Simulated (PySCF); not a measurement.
**Ionisation energy of Se by level of theory**

Se [Ar] 3d10 4s2 4p4 [4p1/2^2 4p3/2^2, M_J = 2] → Se+ [Ar] 3d10 4s2 4p3 [4p1/2^2 4p3/2^1, M_J = 3/2], as a difference of total energies. Computed with PySCF 2.14 in x2c-QZVPPall-2c, with the two-component X2C-1e Hamiltonian. Correlated levels: [Ne] frozen; the 8 highest virtual spinors dropped. "Screened" scales the spin-orbit matrix elements by Boettger's factors to mimic the two-electron term; Breit and QED terms are absent.

```
                    method  ionisation energy (eV)
           GHF (spin-free)                   8.416
          GMP2 (spin-free)                   9.410
 GHF (screened spin-orbit)                   8.534
GMP2 (screened spin-orbit)                   9.527
```

**Question.** How much does correlation contribute at GMP2 (screened spin-orbit)?

**Answer.** 9.527 − (8.534) = 0.993 eV, measured against GHF (screened spin-orbit).

The spin-free rows relax to the high-spin LS determinant and lack the spin-orbit shift.

Errors of the correlated levels include the incompleteness of this basis and the frozen core.

The labels give the starting determinants; with spin-orbit coupling the two ends relaxed to ⟨J²⟩ = 6.02, ⟨L²⟩ = 2.08, ⟨S²⟩ = 1.97 and ⟨J²⟩ = 3.75, ⟨L²⟩ = 0.01, ⟨S²⟩ = 3.74.

For comparison: 9.752 eV (measured; NIST Atomic Spectra Database, ionization energies).
